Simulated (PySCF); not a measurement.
Br2Sn, triplet (typed; the unrestricted solution is spin-contaminated), at a GFN2-xTB geometry (such geometries of metal compounds can be far from the true shape) (the spin is typed, not shown lowest) (core potentials on Sn); HF/def2-SVP (PySCF).

PySCF was given this input:
```python
from pyscf import gto, scf

mol = gto.M(
    atom='''
Sn   -0.025257    0.003540    1.259447
Br    0.858151    1.385749   -0.886660
Br   -0.822070   -1.390806   -0.912550
''',
    basis='def2-svp',
    ecp={'Sn': 'def2-svp'},
    charge=0,
    spin=2,
    verbose=4,
    symmetry=True,
)

mf = scf.UHF(mol)
mf.irrep_nelec = {'A1': (19, 17), 'A2': (6, 6), 'B1': (7, 7), 'B2': (15, 15)}
mf.kernel()
mf.analyze()
```

Predict the main parts of the log of this PySCF run.


```
PySCF version 2.14.0

[INPUT] verbose = 4
[INPUT] num. atoms = 3
[INPUT] num. electrons = 92
[INPUT] charge = 0
[INPUT] spin (= nelec alpha-beta = 2S) = 2
[INPUT] symmetry True subgroup None
[INPUT] Mole.unit = angstrom
[INPUT] Symbol           X                Y                Z      unit          X                Y                Z       unit  Magmom
[...]
nuclear repulsion = 501.426267235201
point group symmetry = C2v
symmetry origin: [-2.36215766e-07  7.87385885e-08  0.00000000e+00]
symmetry axis x: [-0.85531951  0.51776664 -0.01860783]
symmetry axis y: [-0.51771283 -0.85551727 -0.00797648]
symmetry axis z: [-0.02004927  0.00281107  0.99979504]
num. orbitals of irrep A1 = 34
num. orbitals of irrep A2 = 12
num. orbitals of irrep B1 = 16
num. orbitals of irrep B2 = 28
number of shells = 34
number of NR pGTOs = 209
number of NR cGTOs = 90
basis = def2-svp
ecp = {'Sn': 'def2-svp'}

******** <class 'pyscf.scf.uhf_symm.SymAdaptedUHF'> ********
method = SymAdaptedUHF
initial guess = minao
damping factor = 0
level_shift factor = 0
DIIS = <class 'pyscf.scf.diis.CDIIS'>
diis_start_cycle = 1
diis_space = 8
diis_damp = 0
SCF conv_tol = 1e-09
SCF conv_tol_grad = None
SCF max_cycles = 50
direct_scf = True
direct_scf_tol = 1e-13
number electrons alpha = 47  beta = 45
irrep_nelec {'A1': (19, 17), 'A2': (6, 6), 'B1': (7, 7), 'B2': (15, 15)}
Freeze 92 electrons in irreps ['A1', 'A2', 'B1', 'B2']
    0 free electrons in irreps
Set gradient conv threshold to 3.16228e-05
init E= -5332.10861503443

cycle= 1 E= -5356.42205168947  delta_E= -24.3  |g|= 1.31  |ddm|= 4.75

cycle= 2 E= -5357.04154918398  delta_E= -0.619  |g|= 0.839  |ddm|= 3.64

cycle= 3 E= -5357.43806854974  delta_E= -0.397  |g|= 0.11  |ddm|= 1.38
cycle= 4 E= -5357.4503355112  delta_E= -0.0123  |g|= 0.0475  |ddm|= 0.204
cycle= 5 E= -5357.45436267264  delta_E= -0.00403  |g|= 0.0259  |ddm|= 0.0988
cycle= 6 E= -5357.4572569726  delta_E= -0.00289  |g|= 0.0123  |ddm|= 0.119
cycle= 7 E= -5357.45799353687  delta_E= -0.000737  |g|= 0.00531  |ddm|= 0.0739
cycle= 8 E= -5357.45812923344  delta_E= -0.000136  |g|= 0.00229  |ddm|= 0.0361
cycle= 9 E= -5357.45815741206  delta_E= -2.82e-05  |g|= 0.0011  |ddm|= 0.0171
cycle= 10 E= -5357.45816499517  delta_E= -7.58e-06  |g|= 0.00076  |ddm|= 0.00711
cycle= 11 E= -5357.45817041417  delta_E= -5.42e-06  |g|= 0.000444  |ddm|= 0.00718
cycle= 12 E= -5357.45817262972  delta_E= -2.22e-06  |g|= 0.000206  |ddm|= 0.00561
[...]
converged SCF energy = -5357.4581730232  <S^2> = 2.1169339  2S+1 = 3.0769685
Total Energy =                       -5357.458173023201198
[...]
beta  MO #48 (B2 #16), energy= 0.0417955309727844 occ= 0
beta  MO #49 (A1 #19), energy= 0.111702917329367 occ= 0
beta  MO #50 (A1 #20), energy= 0.263419415642218 occ= 0
beta  MO #51 (B2 #17), energy= 0.324681599527002 occ= 0
beta  MO #52 (A1 #21), energy= 0.344615874405719 occ= 0
beta  MO #53 (B1 #9), energy= 0.350876841332251 occ= 0
beta  MO #54 (A1 #22), energy= 0.439164563932948 occ= 0
beta  MO #55 (A2 #7), energy= 0.440980341055668 occ= 0
beta  MO #56 (B1 #10), energy= 0.466084805543662 occ= 0
beta  MO #57 (A1 #23), energy= 0.508043346938493 occ= 0
beta  MO #58 (B2 #18), energy= 0.53170004646363 occ= 0
beta  MO #59 (A1 #24), energy= 0.637705232807114 occ= 0
beta  MO #60 (B2 #19), energy= 0.645558466589863 occ= 0
beta  MO #61 (A1 #25), energy= 0.729972396068277 occ= 0
beta  MO #62 (B1 #11), energy= 0.744273278296207 occ= 0
beta  MO #63 (A2 #8), energy= 0.764619136935393 occ= 0
beta  MO #64 (B2 #20), energy= 0.765375285888471 occ= 0
beta  MO #65 (B2 #21), energy= 0.780465944820712 occ= 0
beta  MO #66 (A2 #9), energy= 0.800743451780392 occ= 0
beta  MO #67 (A1 #26), energy= 0.814117998481792 occ= 0
beta  MO #68 (B1 #12), energy= 0.815873051017912 occ= 0
beta  MO #69 (A1 #27), energy= 0.856793522141634 occ= 0
beta  MO #70 (B2 #22), energy= 0.881376020682739 occ= 0
beta  MO #71 (B1 #13), energy= 0.913138936846538 occ= 0
beta  MO #72 (A2 #10), energy= 0.914629379143574 occ= 0
beta  MO #73 (A1 #28), energy= 0.916082648632425 occ= 0
beta  MO #74 (B2 #23), energy= 1.0812721202048 occ= 0
beta  MO #75 (A1 #29), energy= 1.17065947262247 occ= 0
beta  MO #76 (B2 #24), energy= 1.25881165629814 occ= 0
beta  MO #77 (A1 #30), energy= 3.88705347424822 occ= 0
beta  MO #78 (B1 #14), energy= 3.90596409553942 occ= 0
beta  MO #79 (B2 #25), energy= 3.92262859995287 occ= 0
beta  MO #80 (A2 #11), energy= 3.92263417486416 occ= 0
beta  MO #81 (A1 #31), energy= 3.9286086036838 occ= 0
beta  MO #82 (A2 #12), energy= 3.93962677535306 occ= 0
beta  MO #83 (B1 #15), energy= 3.94454353902968 occ= 0
beta  MO #84 (B2 #26), energy= 4.02609768816425 occ= 0
beta  MO #85 (A1 #32), energy= 4.0371973561391 occ= 0
beta  MO #86 (B2 #27), energy= 4.04381234875236 occ= 0
beta  MO #87 (B1 #16), energy= 14.8689299029249 occ= 0
beta  MO #88 (B2 #28), energy= 15.0987787433598 occ= 0
beta  MO #89 (A1 #33), energy= 15.247309860012 occ= 0
beta  MO #90 (A1 #34), energy= 52.1213519614771 occ= 0
In total            47.00000 | 45.00000
Dipole moment(X, Y, Z, Debye): -0.07129,  0.00999,  3.55461
```
